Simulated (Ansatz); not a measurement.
Job for Ansatz (a quantum-chemistry and plane-wave program): R-PBE0/def2-TZVPPD on CH6ClN (a complex). Files ending in .json are basis or fitting sets from the Basis Set Exchange.

Ansatz 0.2 input:
```yaml
crystal:
  periodic: [false, false, false]
  atoms:
    - {symbol: Cl, position_ang: [0.01282134, -0.03239786, 0.03733617]}
    - {symbol: H, position_ang: [-0.19402294, 0.39193643, -1.15764732]}
    - {symbol: C, position_ang: [-0.17861423, 0.55785707, 3.53968958]}
    - {symbol: N, position_ang: [0.37093694, -0.71083603, 3.06515167]}
    - {symbol: H, position_ang: [-1.19647358, 0.66935234, 3.16338732]}
    - {symbol: H, position_ang: [0.40796863, 1.37878840, 3.12487285]}
    - {symbol: H, position_ang: [-0.20378821, 0.67415677, 4.63171466]}
    - {symbol: H, position_ang: [-0.16538628, -1.49427720, 3.41695623]}
    - {symbol: H, position_ang: [1.32519439, -0.83459151, 3.38013565]}
basis:
  gaussian:
    orbitals: def2-TZVPPD.json
hamiltonian:
  xc: {name: PBE0}
scf: {lower_state_search: off}
```

The log:

```
WARN ansatz: RAYON_NUM_THREADS=1 ignored (pool sized by the plan → 1); use --threads N
Functional definition: PBE0
these checks for a lower state are left out or cut short: stability, starts, cluster_reference, orbital_swaps, neighbouring_geometries, increment
integrals: 0.12 GiB planned
1041 factors; their error is unknown
mean field: 1.11 GiB planned
mean field evaluation 1: about -15135.1623 eV, gradient 5.6e1 eV
mean field evaluation 2: about -15128.3453 eV, gradient 7.7e1 eV
mean field evaluation 4: about -15141.6990 eV, gradient 3.5e0 eV
mean field evaluation 8: about -15141.7246 eV, gradient 2.9e-2 eV
mean field evaluation 16: about -15141.7507 eV, gradient 2.8e-5 eV
mean field -15141.75073202 eV, -556.4490759546 hartree, gradient 1.2e-6 eV, S^2 0.000000; 0 other end points of the search recorded, 0 dependent functions left out
reference -15141.75077711 eV, -556.4490776115 hartree; 18, 18 occupied and 209, 209 virtual orbitals, 1041 factors
Total energy: -15141.75077711 eV, -556.4490776115 hartree
Checks for a lower state left out: stability, starts, cluster_reference, orbital_swaps, neighbouring_geometries, increment
```

The calculation finished and met its thresholds.

Cost: about 6 core-seconds (a rough figure).
